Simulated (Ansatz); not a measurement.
Basis-set extrapolation for `C[N](C)[MgH]` (PBE0-D4/def2-TZVP geometry, frozen core, Ansatz 0.2.0). Multiplicity 1, RHF reference. For Mg the program correlates outer-core shells too, which these sets cover unevenly, so the extrapolated numbers aren't a true limit.

```csv
,def2-TZVPP,def2-QZVPP
HF,-333.893455,-333.909285
MP2 correlation,-0.778077,-0.855775
CCSD(T) correlation,-0.846388,not run
```

Energies in hartree. Use E(X) = E(∞) + A·exp(−7.88·√X) for Hartree–Fock and E(X) = E(∞) + B·X^(−2.97) for correlation, with X = 3 and 4, and add CCSD(T) minus MP2 of the smaller set to the MP2 limit.

Question: What is the CCSD(T) energy at the basis-set limit?

Answer: HF limit: -333.909285 + (-0.015830) × 0.13774 = -333.91147. MP2 limit: -0.855775 + (-0.077698) × 0.74074 = -0.91333. Higher-order term: -0.846388 − (-0.778077) = -0.06831. Total: -334.89311 hartree, 402.4 kJ/mol below CCSD(T)/def2-TZVPP.
